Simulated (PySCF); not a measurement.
Energies from PySCF, thermal terms from the rigid-rotor harmonic-oscillator model, ideal gas at 1 bar. Table values come from the NASA 1993 polynomials. S°(298 K) at PBE0/def2-TZVP differs from the NASA 1993 table for S8 (-8 J/mol/K); whether the harmonic model or the table's entry is off was not settled. 6-31G* has spherical d functions here. All species are closed-shell singlets. The harmonic model lacks anharmonicity and excited electronic states, which grow with temperature; levels with a mode under 35 cm⁻¹ are left out. Soft modes under 120 cm⁻¹ make the harmonic entropy rough for S8. The table's entry may be an old estimate for S8 (not checked at source).

Harmonic frequencies at HF/6-31G* (cm⁻¹): 71, 71, 173, 173, 213, 213, 238, 270, 270, 285, 514, 514, 516, 538, 538, 540, 541, 541. Point group D4d; S°(298 K) = 413.2 J/mol/K at this level.

Work out Cp and S° of gaseous S8 at 500, 800, 1200, 1600, 2000 K from these, and set them beside the table.


| T (K) | Cp HF/6-31G* | Cp table | S° HF/6-31G* | S° table |
|---|---|---|---|---|
| 500 | 168.9 | 172.4 | 496.0 | 515.9 |
| 800 | 177.1 | 178.4 | 577.6 | 598.4 |
| 1200 | 180.3 | 180.6 | 650.1 | 671.3 |
| 1600 | 181.4 | 181.6 | 702.2 | 723.4 |
| 2000 | 182.0 | 182.2 | 742.7 | 764.0 |
Units J/mol/K.
